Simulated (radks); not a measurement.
Results of a calculation; reference values are marked as such.
Task: The europium ion Eu2+, [Xe] 4f7. Code: a radial shooting solver on a logarithmic mesh with Libxc functionals. Model: non-relativistic Kohn-Sham, r2SCAN, spin-polarised, spherical densities, point nucleus; meta-GGA in the generalised Kohn-Sham scheme. Every spin shell is full or empty, so the densities are truly spherical. Functionals are evaluated on that one density, not self-consistently. Rank these orbital-free kinetic functionals by their error against the exact value of the orbitals, and give that value: Thomas-Fermi, von Weizsacker, TF + vW, TF + vW/9, TF + vW/5, LC94, APBEK, revAPBEK, Thakkar, Pearson, PG1, DePristo-Kress.

Result: Exact: 10423.3 hartree. From best to worst, with 100 (|E| - |E exact|)/|E exact| (equal figures are ties): LC94 0.00, APBEK +0.04, DePristo-Kress -0.19, revAPBEK +0.20, Thakkar -0.72, TF + vW/9 -0.73, Pearson -0.92, TF + vW/5 +2.70, Thomas-Fermi -5.01, PG1 +13.68, TF + vW +33.51, von Weizsacker -61.48.
